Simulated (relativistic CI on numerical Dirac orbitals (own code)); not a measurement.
## Sensitivity of the levels of Cr13+ to α and to the nuclear radius

These numbers are calculated, not measured: Dirac-Coulomb-Breit CI, orbitals from a KLI potential per configuration, derivatives by finite differences, unscaled Slater integrals, QED left out (own radial code, finite nucleus).

Configuration list (outside the closed core [Ne]): 3s, 3p, 3d, 4s, 4p, 4d, 4f. Levels of other configurations are missing.

With x = (α/α₀)² − 1 an excitation energy changes as ω = ω₀ + qx; K = 2q/ω₀ is the relative enhancement. Terms are leading LS components, so labels can repeat. The field-shift factor is F = δν/δ⟨r²⟩ for the transition from the lowest level.

Lowest level 3s ²S1/2.

| Level | ω₀ (cm⁻¹) | q (cm⁻¹) | K | F (GHz/fm²) |
| --- | --- | --- | --- | --- |
| 3p ²P°1/2 | 243740 | 4563 | 0.0374 | -11.7 |
| 3p ²P°3/2 | 257444 | 18490 | 0.144 | -11.7 |
| 3d ²D3/2 | 589329 | 19170 | 0.0651 | -11.2 |
| 3d ²D5/2 | 590920 | 20750 | 0.0702 | -11.2 |
| 4s ²S1/2 | 1475673 | 12010 | 0.0163 | -6.1 |
| 4p ²P°1/2 | 1571472 | 13630 | 0.0173 | -10.5 |
| 4p ²P°3/2 | 1576756 | 19000 | 0.0241 | -10.5 |
| 4d ²D3/2 | 1697937 | 19260 | 0.0227 | -10.3 |
| 4d ²D5/2 | 1698679 | 20000 | 0.0236 | -10.3 |
| 4f ²F°5/2 | 1746188 | 19530 | 0.0224 | -10.2 |
| 4f ²F°7/2 | 1746468 | 19810 | 0.0227 | -10.2 |

At this charge energies of transitions that change n are usually good to better than 1 %, and those within a shell (Δn = 0) to a few per cent.
